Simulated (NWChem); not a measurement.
Species: CH₄OSi, singlet; SMILES C[Si]O

```xyz
7

Si     0.6239     0.1532    -0.0015
C     -0.4257    -1.4440     0.0042
H     -0.2195    -2.0225    -0.9245
H     -1.5147    -1.2446     0.0732
H     -0.1142    -2.1016     0.8457
O     -0.6627     1.2657     0.0006
H     -0.3375     2.1860    -0.0075
```
Atoms are numbered in this order, from 1.

Program: NWChem. Low-valent species are run as closed-shell singlets; no triplet was tried in these runs. Structure relaxed at the PBE-D3(BJ)/def2-SVP level. Level: PBE/def2-SVP with SMD (1 M gas to 1 M solution), gas-phase geometry. Reactions with the solvent are ignored.

Problem. Among these, which solvent gives the highest value of “cavity-dispersion-structure term (kcal/mol)”?
A. tetrahydrofuran
B. 1-octanol
C. methanol
D. water

Solution. D, water. Values: tetrahydrofuran -0.9; 1-octanol 0.3; methanol 0.4; water 2.0
